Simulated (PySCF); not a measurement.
## `C#CC[C@@H]1OC[C@@H]1C`, C7H10O

Cartesian coordinates in Å; atom numbers follow the order of the lines, from 1:
```xyz
18

C     2.436    0.450   -1.935
C     1.765   -0.276   -1.261
C     0.959   -1.143   -0.429
C     0.519   -0.434    0.852
O    -0.300   -1.264    1.687
C    -1.377   -0.327    1.676
C    -0.593    0.634    0.772
C    -1.206    0.949   -0.580
H     3.025    1.076   -2.537
H     0.086   -1.489   -0.986
H     1.546   -2.021   -0.143
H     1.409   -0.096    1.400
H    -1.605    0.040    2.681
H    -2.281   -0.755    1.231
H    -0.310    1.563    1.270
H    -0.458    1.385   -1.238
H    -2.020    1.659   -0.454
H    -1.605    0.055   -1.051
```

Level of theory: PySCF 2.14.0, TDDFT BHandHLYP/def2-SVPD circular dichroism and optical rotation, one conformer, gas phase. Geometry: GFN2-xTB.

The molecule is flexible and this is one conformer; a measurement averages over conformers.

Stereocentres: C4 S, C7 S.

Question: Give the optical rotatory dispersion at 633, 589.3, 546, 436, 405, 365, 355 nm.

Answer: [α] in deg dm⁻¹ (g/mL)⁻¹:
| λ (nm) | origin-invariant length gauge | modified velocity gauge | length gauge (centre of mass) | isotropic polarisability (au) |
| --- | --- | --- | --- | --- |
| 633 | +162.8 | +171.4 | +162.7 | 81.2 |
| 589.3 | +190.3 | +200.4 | +190.3 | 81.4 |
| 546 | +225.4 | +237.3 | +225.4 | 81.7 |
| 436 | +378.6 | +398.0 | +378.5 | 83.0 |
| 405 | +452.5 | +475.5 | +452.4 | 83.6 |
| 365 | +587.8 | +617.1 | +587.6 | 84.6 |
| 355 | +631.8 | +663.1 | +631.6 | 85.0 |

Question: And for the mirror image at 589.3 nm?

Answer: -190.3 deg dm⁻¹ (g/mL)⁻¹ (origin-invariant length gauge): the same size and the opposite sign.

Question: What is the molar rotation [Φ] = [α]·M/100 of the geometry above at 589.3 nm?

Answer: With M = 110.16 g/mol, +209.6 deg cm² dmol⁻¹ (origin-invariant length gauge).

The first excitation lies at 6.60 eV (188 nm) with R = +0.4 × 10⁻⁴⁰ esu² cm² (velocity form).
